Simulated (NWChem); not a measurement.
# SeF$_{4}$; SMILES F[Se](F)(F)F

All runs: NWChem. Structure relaxed at the PBE0/def2-SVP level. Level PBE0/def2-SVP: single points from the atomic guess with DIIS by default; each run changes one setting, and all converged runs end within 0.3 mHa of each other. cgmin counts macro-iterations, each dearer than a DIIS step.

Which setting needs the most SCF iterations, or fails (core-Hamiltonian guess; quadratically convergent solver (cgmin); occupation smearing of 0.005 Ha; defaults; no level shifting; DIIS on 20 Fock matrices)?

core-Hamiltonian guess, with 12 against 7 for the defaults.
```csv
setting,SCF iterations
defaults,7
core-Hamiltonian guess,12
occupation smearing of 0.005 Ha,7
no level shifting,7
DIIS on 20 Fock matrices,7
quadratically convergent solver (cgmin),5
```
